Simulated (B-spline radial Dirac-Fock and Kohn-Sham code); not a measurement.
## X-ray form factors of rhenium in several charge states

Level of theory: Dirac-Fock orbitals of the configuration average with a finite nucleus; a B-spline atomic structure program.

Configurations: Re⁷¹⁺ [He] 2s2; Re⁷²⁺ [He] 2s1; Re⁷⁴⁺ 1s1. The first column is f₀ of Re⁷¹⁺, the others are differences from it.

```
s (Å⁻¹)  Re⁷¹⁺  Δ Re⁷²⁺  Δ Re⁷⁴⁺
      0  4.000   -1.000   -3.000
    0.1  3.999   -1.000   -2.999
    0.2  3.996   -0.998   -2.996
    0.3  3.991   -0.996   -2.991
    0.4  3.984   -0.993   -2.985
    0.5  3.976   -0.988   -2.976
    0.7  3.952   -0.978   -2.954
    0.9  3.922   -0.963   -2.924
    1.1  3.884   -0.946   -2.888
    1.4  3.815   -0.913   -2.822
```

Values without a named source are computed, but for edge energies of neutral atoms, which are taken from tables.
